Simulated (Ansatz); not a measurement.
Geometry optimisation, Ansatz 0.2.0, DFT LDA, scalar-relativistic, plane waves, PAW.

Input file:

```yaml
crystal:
  lattice:
    - [0.0, 5.43, 5.43]
    - [5.43, 0.0, 5.43]
    - [5.43, 5.43, 0.0]
  atoms:
    - { symbol: Si, position: [0.0, 0.0, 0.0] }
    - { symbol: Si, position: [0.125, 0.125, 0.125] }
    - { symbol: Si, position: [0.0, 0.0, 0.5] }
    - { symbol: Si, position: [0.125, 0.125, 0.625] }
    - { symbol: Si, position: [0.0, 0.5, 0.0] }
    - { symbol: Si, position: [0.125, 0.625, 0.125] }
    - { symbol: Si, position: [0.0, 0.5, 0.5] }
    - { symbol: Si, position: [0.125, 0.625, 0.625] }
    - { symbol: Si, position: [0.5, 0.0, 0.0] }
    - { symbol: Si, position: [0.625, 0.125, 0.125] }
    - { symbol: Si, position: [0.5, 0.0, 0.5] }
    - { symbol: Si, position: [0.625, 0.125, 0.625] }
    - { symbol: Si, position: [0.5, 0.5, 0.0] }
    - { symbol: Si, position: [0.625, 0.625, 0.125] }
    - { symbol: Si, position: [0.5, 0.5, 0.5] }
    - { symbol: Si, position: [0.625, 0.625, 0.625] }
    - { symbol: Ti, position: [0.81274484, 0.80512269, 0.56261801] }
basis:
  ecutwfc: 420.0
kpoints:
  mp_grid: { grid: [2, 2, 2] }
hamiltonian:
  xc: lda
  pseudopotentials: { kind: paw, azcp: { folder: soft_1 } }
scf:
  occupations: { method: fermi_dirac, width: 0.02 }
  lower_state_search: "off"
relax:
  f_tol: 0.03
  max_steps: 60
  adjacent_minimum: "off"
```

Command:

```bash
$ ansatz run input.yaml --threads 1 --pin off --max-ram 3072MiB --backend cpu --events-out ev --progress --plain --runs-dir out
```

**Question.** Where does it end, and by what steps?

**Answer.** The forces met the threshold. Limits of this set-up: coarse k mesh, PAW files made for another functional, a small cell, in which the defect meets its images. After 10 steps the energy has fallen by 3.088 eV; Ti17 moved furthest, 1.10 Å. Joined: Si5–Ti17 (3.53 → 2.75 Å), Si9–Ti17 (3.56 → 2.75 Å), Si14–Ti17 (3.53 → 2.42 Å).

```json
{"step": "0", "energy less start (eV)": "0.0000", "largest force component (eV/Å)": "3.347", "accepted": "yes"}
{"step": "1", "energy less start (eV)": "-1.0891", "largest force component (eV/Å)": "1.286", "accepted": "yes"}
{"step": "2", "energy less start (eV)": "-1.3266", "largest force component (eV/Å)": "0.115", "accepted": "yes"}
{"step": "3", "energy less start (eV)": "-1.3560", "largest force component (eV/Å)": "0.207", "accepted": "yes"}
{"step": "4", "energy less start (eV)": "-1.4688", "largest force component (eV/Å)": "0.672", "accepted": "yes"}
{"step": "5", "energy less start (eV)": "-1.8104", "largest force component (eV/Å)": "1.053", "accepted": "yes"}
{"step": "6", "energy less start (eV)": "-2.1926", "largest force component (eV/Å)": "0.962", "accepted": "yes"}
{"step": "7", "energy less start (eV)": "-2.5917", "largest force component (eV/Å)": "0.697", "accepted": "yes"}
{"step": "8", "energy less start (eV)": "-2.9182", "largest force component (eV/Å)": "0.397", "accepted": "yes"}
{"step": "9", "energy less start (eV)": "-3.0811", "largest force component (eV/Å)": "0.091", "accepted": "yes"}
{"step": "10", "energy less start (eV)": "-3.0885", "largest force component (eV/Å)": "0.026", "accepted": "yes"}
```

```xyz
17
Lattice="0.0000 5.4300 5.4300 5.4300 0.0000 5.4300 5.4300 5.4300 0.0000" Properties=species:S:1:pos:R:3
Si -0.036 -0.033 0.031
Si 1.301 1.304 1.378
Si 2.678 2.680 0.068
Si 4.054 4.058 1.370
Si 2.668 -0.009 2.757
Si 4.047 1.304 4.124
Si 5.356 2.681 2.747
Si 6.701 4.076 4.153
Si -0.012 2.670 2.758
Si 1.301 4.050 4.124
Si 2.679 5.359 2.748
Si 4.074 6.703 4.154
Si 2.669 2.671 5.437
Si 4.064 4.067 6.791
Si 5.381 5.382 5.477
Si 6.702 6.706 6.782
Ti 8.099 8.101 8.188
```

The run took 69 s on 1 thread of Arm Neoverse V1, on a shared host, peak memory 0.5 GiB.
